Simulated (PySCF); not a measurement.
Species: methyl isobutyrate, C₅H₁₀O₂.
Atom-mapped SMILES: `[CH3:1][O:2][C:3](=[O:4])[CH:5]([CH3:6])[CH3:7]` (hydrogens: H8, H9, H10 on C1; H11 on C5; H12, H13, H14 on C6; H15, H16, H17 on C7)

Computed geometry: GFN2-xTB, gas phase.

Q: What internal coordinates does the optimisation give?

A: 
| bond | length (Å) | order |
| --- | --- | --- |
| C1–O2 | 1.421 | single |
| O2–C3 | 1.340 | single |
| C3=O4 | 1.202 | double |
| C3–C5 | 1.517 | single |
| C5–C6, C5–C7 | 1.529 | single |
| C1–H8, C1–H9, C1–H10 | 1.090 | single |
| C5–H11 | 1.093 | single |
| C6–H12 and 5 like bonds | 1.087 | single |

Bonds in one row agree within 0.01 Å and their mean is given. Orders are formal, as drawn. A selection of angles:
| angle | degrees |
| --- | --- |
| O2–C1–H8 | 110.3 |
| O2–C1–H10 | 106.3 |
| H8–C1–H9 | 108.7 |
| H8–C1–H10 | 110.7 |
| C1–O2–C3 | 116.3 |
| O2–C3–O4 | 123.4 |
| O2–C3–C5 | 110.8 |
| O4–C3–C5 | 125.8 |
| C3–C5–C6 | 110.2 |
| C3–C5–C7 | 107.5 |
| C3–C5–H11 | 108.0 |
| C6–C5–C7 | 111.4 |
| C6–C5–H11 | 110.7 |
| C7–C5–H11 | 108.9 |
| C5–C6–H12 | 110.4 |
| C5–C6–H14 | 110.5 |
| H12–C6–H13 | 109.1 |
| H13–C6–H14 | 108.2 |

Dihedral angles: C1–O2–C3–O4 -1° (synperiplanar); O2–C3–C5–C6 152° (antiperiplanar). The mirror-image conformer, all signs reversed, is as good.

The 3 C–O bonds span 1.202 Å (C3=O4, drawn double) to 1.421 Å (C1–O2, drawn single), a spread of 0.219 Å. Of the pairs four or more bonds apart, O4···H8 is among the closest relative to their van der Waals radii: 2.55 Å, 94 % of the sum of Bondi's values.

Point group: C1 (no symmetry element, even within 0.4 Å). Whether it is a minimum is left open (no frequencies). The numbers are those of one conformer.
